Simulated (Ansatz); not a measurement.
A run for Ansatz (a first-principles code): U-CCSD(T)/def2-TZVPP on TaF, 2S+1 = 3, a spin state set in the input, which need not be the lowest, a point of a bond scan (R = 1.814 Å). Elements past Kr take the def2 small-core potentials; no spin–orbit coupling.

Ansatz 0.2 input:
```yaml
crystal:
  periodic: [false, false, false]
  atoms:
    - {symbol: Ta, position_ang: [0.00000000, 0.00000000, 0.00000000]}
    - {symbol: F, position_ang: [0.00000000, 0.00000000, 1.81422200]}
basis:
  gaussian:
    orbitals: def2-TZVPP
    pivot_positions_ang: [[0.00000000, 0.00000000, 0.00000000], [0.00000000, 0.00000000, 1.81422200]]
magnetization: {spin_polarized: true, initial_magnetization: 2}
correlation: {method: ccsd_t, electrons: valence}
output: {orbitals: {seedname: ./end}}
```

Program output:

```
WARN ansatz: RAYON_NUM_THREADS=2 ignored (pool sized by the plan → 2); use --threads N
Functional definition: HF
integrals: 0.12 GiB planned
641 factors; integrals over basis functions are off by at most 3.9e-4 eV
mean field: 0.17 GiB planned
mean field evaluation 1: about -4238.2486 eV, gradient 2.2e1 eV
mean field evaluation 2: about -4238.2500 eV, gradient 2.2e1 eV
mean field evaluation 4: about -4240.6577 eV, gradient 3.0e0 eV
mean field evaluation 8: about -4241.1012 eV, gradient 5.0e-1 eV
mean field evaluation 16: about -4239.6255 eV, gradient 1.8e1 eV
mean field evaluation 32: about -4241.1281 eV, gradient 2.6e-4 eV
mean field evaluation 64: about -4239.5237 eV, gradient 1.7e0 eV
mean field evaluation 96: about -4240.5885 eV, gradient 4.3e-1 eV
mean field evaluation 128: about -4240.5770 eV, gradient 6.6e-2 eV
mean field evaluation 160: about -4238.9093 eV, gradient 3.4e-1 eV
mean field evaluation 192: about -4238.9101 eV, gradient 1.9e-4 eV
mean field evaluation 224: about -4240.3125 eV, gradient 3.1e-1 eV
mean field evaluation 256: about -4240.3153 eV, gradient 3.3e-1 eV
mean field evaluation 288: about -4240.2897 eV, gradient 3.1e-1 eV
mean field evaluation 320: about -4240.2996 eV, gradient 2.3e-1 eV
mean field evaluation 352: about -4239.4684 eV, gradient 4.3e-4 eV
mean field -4241.12807061 eV, -155.8585818550 hartree, gradient 9.5e-6 eV, S^2 2.556541; 11 other end points of the search recorded, 0 dependent functions left out
determinant -4241.12807061 eV, -155.8585818550 hartree, with singles and doubles -4256.34952402 eV, -156.4179599503 hartree
determinant -4240.71013288 eV, -155.8432229268 hartree, with singles and doubles -4255.90874863 eV, -156.4017617536 hartree
determinant -4240.57749674 eV, -155.8383486386 hartree, with singles and doubles -4255.97121441 eV, -156.4040573287 hartree
determinant -4238.91011654 eV, -155.7770735463 hartree, with singles and doubles -4254.35511954 eV, -156.3446669377 hartree
determinant -4241.12807061 eV, -155.8585818550 hartree, with singles and doubles -4256.41628787 eV, -156.4204134767 hartree
determinant -4240.71013288 eV, -155.8432229268 hartree, with singles and doubles -4255.96582386 eV, -156.4038592297 hartree
determinant -4240.57749674 eV, -155.8383486386 hartree, with singles and doubles -4255.97304471 eV, -156.4041245910 hartree
1 core orbitals not correlated
reference -4241.12807061 eV, -155.8585818550 hartree; 11, 9 occupied and 75, 77 virtual orbitals, 641 factors
second order -14.99785849 eV of doubles, -0.00000000 eV of singles
coupled cluster: 0.49 GiB planned
cycle   1  -15.28821668 eV  change    5.9e-7 eV  update   3.1e-6
coupled cluster: 0.49 GiB planned
perturbative correction -0.62443911 eV, -0.0229477139 hartree
Total energy: -4257.04072639 eV, -156.4433611691 hartree
```

Self-consistency was reached. Its determinant has ⟨S²⟩ = 2.56, a mixture of spin states.

Cost: around 100 core-seconds (rough).
